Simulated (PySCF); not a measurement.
Compound: C5H7O2P.
Numbering: `[OH:1][CH2:2][PH:3][c:4]1[cH:5][cH:6][cH:7][o:8]1` (hydrogens: H9 on O1; H10, H11 on C2; H12 on P3; H13 on C5; H14 on C6; H15 on C7)

Level: CAM-B3LYP/def2-SVPD in PySCF, non-relativistic, on one gas-phase PBE0-D3(BJ)/def2-SVP geometry that isn't relaxed in the solvent. The solvent is an IEF-PCM continuum (van der Waals radii × 1.2), and excitations are vertical TDDFT with non-equilibrium linear response and a frozen core. Specific hydrogen bonds and non-electrostatic terms are outside this model.

Gas-phase singlets (H = HOMO, L = LUMO):

```tsv
state	E (eV)	λ (nm)	f	leading configuration
S1	5.551	223	0.249	H→L 94%
S2	6.234	199	0.029	H→L+1 86%
S3	6.362	195	0.097	H-1→L 84%
S4	6.664	186	0.019	H→L+2 43%
S5	6.843	181	0.016	H→L+3 36%
```

Q: Give the list for chloroform (ε = 4.711), n² = 2.09.

A: 
| state | E (eV) | λ (nm) | f | leading configuration | change by rank (eV) |
| --- | --- | --- | --- | --- | --- |
| S1 | 5.507 | 225 | 0.353 | H→L 96% | -0.044 |
| S2 | 6.219 | 199 | 0.033 | H→L+1 87% | -0.015 |
| S3 | 6.375 | 194 | 0.105 | H-1→L 81% | +0.013 |
| S4 | 6.674 | 186 | 0.022 | H→L+2 45% | +0.010 |
| S5 | 6.851 | 181 | 0.022 | H→L+3 25% | +0.008 |

Q: The ground-state energy changes by -0.195 eV from gas to chloroform. By how much does the total energy of gas-phase S1 change?

A: E(S1) = E(S0) + excitation energy, so it changes by -0.195 − 0.044 = -0.239 eV: it is lowered more than the ground state, which is what a red shift means. This is the vertical state, with the slow part of the continuum still set for S0.

Q: How do the frontier levels move from gas to chloroform?

A: 
```json
{"orbital": "LUMO+2", "gas (eV)": "1.66", "solvent (eV)": "1.81", "change (eV)": "+0.15", "Löwdin shares, gas": "P3 18 %, C6 15 %, C7 12 %, C2 7 %", "Löwdin shares, solvent": "P3 20 %, C6 14 %, C7 12 %, O1 7 %"}
{"orbital": "LUMO+1", "gas (eV)": "1.18", "solvent (eV)": "1.30", "change (eV)": "+0.12", "Löwdin shares, gas": "C6 12 %, C7 11 %, C5 10 %, P3 10 %", "Löwdin shares, solvent": "O1 11 %, P3 11 %, C7 10 %, C6 10 %"}
{"orbital": "LUMO", "gas (eV)": "0.50", "solvent (eV)": "0.64", "change (eV)": "+0.14", "Löwdin shares, gas": "C4 17 %, O8 15 %, C5 14 %, C7 13 %", "Löwdin shares, solvent": "C4 17 %, O8 15 %, C5 14 %, P3 13 %"}
{"orbital": "HOMO", "gas (eV)": "-7.98", "solvent (eV)": "-7.87", "change (eV)": "+0.11", "Löwdin shares, gas": "P3 22 %, C7 17 %, C4 16 %, C5 10 %", "Löwdin shares, solvent": "P3 19 %, C7 18 %, C4 18 %, C5 11 %"}
{"orbital": "HOMO-1", "gas (eV)": "-8.97", "solvent (eV)": "-8.92", "change (eV)": "+0.05", "Löwdin shares, gas": "P3 31 %, O1 18 %, C4 16 %, C7 10 %", "Löwdin shares, solvent": "P3 35 %, O1 18 %, C4 15 %, C7 8 %"}
{"orbital": "HOMO-2", "gas (eV)": "-9.83", "solvent (eV)": "-9.70", "change (eV)": "+0.13", "Löwdin shares, gas": "O1 35 %, P3 21 %, C2 15 %, H10 7 %", "Löwdin shares, solvent": "C5 28 %, C6 26 %, O8 25 %, C4 8 %"}
{"orbital": "HOMO-3", "gas (eV)": "-9.85", "solvent (eV)": "-9.80", "change (eV)": "+0.05", "Löwdin shares, gas": "C5 26 %, C6 25 %, O8 23 %, C4 7 %", "Löwdin shares, solvent": "O1 35 %, P3 22 %, C2 17 %, H10 8 %"}
```

The HOMO–LUMO gap goes from 8.48 to 8.52 eV. Rows go by rank; for HOMO-3 and HOMO-2 the atom shares or the degeneracy differ between the runs, so the row needn't follow one orbital.

The values belong to the conformer `[OH:1][CH2:2][PH:3][c:4]1[cH:5][cH:6][cH:7][o:8]1`: O1–C2–P3–C4 47°, C2–P3–C4–C5 -79°, H–O1–C2–P3 -53°.
